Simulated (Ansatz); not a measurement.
C₂H₅BClN (`CC(=N)BCl`). Total charge 0; spin multiplicity 1. The structure was optimised at the PBE0-D4/def2-TZVP level. It is one conformer, not always the lowest.

```xyz
10

C    -0.756    0.576   -0.706
C    -0.042   -0.110    0.419
N    -0.508   -0.249    1.601
B     1.388   -0.732    0.227
Cl    2.194   -0.634   -1.317
H    -0.164    1.415   -1.082
H    -0.888   -0.106   -1.550
H    -1.735    0.945   -0.391
H    -1.440    0.173    1.679
H     1.949   -1.279    1.119
```

(1) What is the dipole moment at B3LYP/def2-TZVPP? (Best estimate.)

(2) And with PBE, r2SCAN, ωB97M-V? (Estimate.)

(3) Give the Mulliken charges with B3LYP, r2SCAN, PBE in def2-TZVPP. (An estimate is asked.)

## Answers

(1) Ansatz gave: 2.19 D, with components (-1.40, 1.06, -1.31) D in this frame, pointing from negative to positive charge.

(2) Computed: PBE 2.21 D, r2SCAN 2.23 D, ωB97M-V 2.19 D.

(3) Ansatz gave: 
```json
{"atom": "C1", "B3LYP": "-0.22", "r2SCAN": "-0.11", "PBE": "-0.22"}
{"atom": "C2", "B3LYP": "0.00", "r2SCAN": "0.01", "PBE": "-0.02"}
{"atom": "N3", "B3LYP": "-0.22", "r2SCAN": "-0.26", "PBE": "-0.20"}
{"atom": "B4", "B3LYP": "0.12", "r2SCAN": "0.17", "PBE": "0.12"}
{"atom": "Cl5", "B3LYP": "-0.14", "r2SCAN": "-0.13", "PBE": "-0.11"}
{"atom": "H6", "B3LYP": "0.10", "r2SCAN": "0.06", "PBE": "0.10"}
{"atom": "H7", "B3LYP": "0.10", "r2SCAN": "0.06", "PBE": "0.10"}
{"atom": "H8", "B3LYP": "0.07", "r2SCAN": "0.03", "PBE": "0.07"}
{"atom": "H9", "B3LYP": "0.13", "r2SCAN": "0.14", "PBE": "0.14"}
{"atom": "H10", "B3LYP": "0.06", "r2SCAN": "0.03", "PBE": "0.04"}
```

B3LYP here is the variant with VWN-RPA as its local correlation; programs differ in this.
